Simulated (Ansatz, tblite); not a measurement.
Forces on Mo₃H₆S₈ at its r2SCAN-D4/def2-SVP geometry. The state is a singlet with charge 0.

In the def2 sets Mo takes a core potential; there is no spin–orbit coupling. The xTB rows come from tblite. Single mean-field runs in def2-TZVP are fitted with def2-universal-jkfit. The restricted singlet is unstable towards broken spin symmetry in Hartree–Fock (as tested in another run); at PBE-D4/def2-TZVP, PBE0-D4/def2-TZVP this wasn't settled.

GFN2-xTB (tblite), largest force 0.93 eV/Å:

```xyz
17
positions Å, forces eV/Å
Mo    0.651    1.024   -0.157    0.092   -0.033   -0.508
Mo    0.087   -0.588    1.607   -0.065   -0.589    0.715
Mo   -0.731   -1.055   -1.028    0.169    0.633    0.286
S    -0.703    2.649    0.179   -0.053    0.270    0.086
S    -0.522   -2.558    0.682   -0.034   -0.835    0.336
S     2.919    1.360    0.352   -0.088    0.530   -0.292
S     0.836    0.267   -2.489    0.158    0.417   -0.712
S    -1.689    0.402    2.628    0.207    0.511   -0.310
S     2.005   -0.727    2.870   -0.004    0.486   -0.253
S    -2.914   -0.423   -1.217   -0.030    0.247    0.432
S    -0.278   -2.631   -2.658   -0.246   -0.724    0.011
H     2.918    2.656   -0.062    0.022   -0.307    0.112
H    -0.082    1.201   -2.856    0.233   -0.160    0.082
H    -1.669    1.592    1.904   -0.119   -0.333    0.367
H     2.801    0.279    2.393   -0.223   -0.432    0.313
H    -2.831    0.306   -0.062   -0.242   -0.168   -0.434
H    -0.798   -3.755   -2.088    0.223    0.488   -0.233
```

PBE-D4/def2-TZVP (Ansatz), largest force 0.30 eV/Å:

```
Mo 0.131 0.141 -0.231
Mo -0.067 -0.135 0.206
Mo -0.010 -0.091 -0.147
S -0.020 0.002 0.017
S 0.021 0.175 -0.049
S -0.044 -0.060 -0.024
S -0.048 -0.107 0.227
S 0.040 -0.078 0.015
S -0.072 -0.053 0.014
S 0.048 -0.036 -0.007
S 0.004 0.123 0.057
H -0.008 0.026 0.015
H -0.035 0.015 0.018
H 0.040 0.024 -0.071
H 0.003 0.067 -0.064
H 0.027 0.018 0.028
H -0.008 -0.030 -0.004
```

PBE0-D4/def2-TZVP (Ansatz), largest force 0.72 eV/Å:

```
Mo -0.036 0.245 0.106
Mo -0.109 -0.123 -0.291
Mo -0.040 -0.164 -0.082
S 0.418 -0.522 -0.122
S 0.110 0.708 -0.107
S -0.376 0.207 -0.145
S -0.411 0.056 0.482
S 0.258 0.125 -0.303
S -0.058 0.219 -0.250
S 0.326 0.028 0.217
S -0.207 0.054 0.450
H -0.004 -0.252 0.086
H 0.149 -0.179 0.091
H 0.025 -0.281 0.142
H -0.202 -0.199 0.082
H 0.030 -0.160 -0.221
H 0.129 0.237 -0.136
```
